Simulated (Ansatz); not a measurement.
Basis-set extrapolation for C2H7AlBClO (PBE0-D4/def2-TZVP geometry, frozen core, Ansatz). Multiplicity 1, RHF reference.

|  | def2-TZVPP | def2-QZVPP |
| --- | --- | --- |
| HF | -880.932001 | -880.960232 |
| MP2 correlation | -0.959433 | -1.033130 |
| CCSD(T) correlation | -1.057480 | not run |

Energies in hartree. Use E(X) = E(∞) + A·exp(−7.88·√X) for Hartree–Fock and E(X) = E(∞) + B·X^(−2.97) for correlation, with X = 3 and 4, and add CCSD(T) minus MP2 of the smaller set to the MP2 limit.

Problem. What is the CCSD(T) energy at the basis-set limit?

Solution. HF limit: -880.960232 + (-0.028231) × 0.13774 = -880.96412. MP2 limit: -1.033130 + (-0.073697) × 0.74074 = -1.08772. Higher-order term: -1.057480 − (-0.959433) = -0.09805. Total: -882.14989 hartree, 421.2 kJ/mol below CCSD(T)/def2-TZVPP.
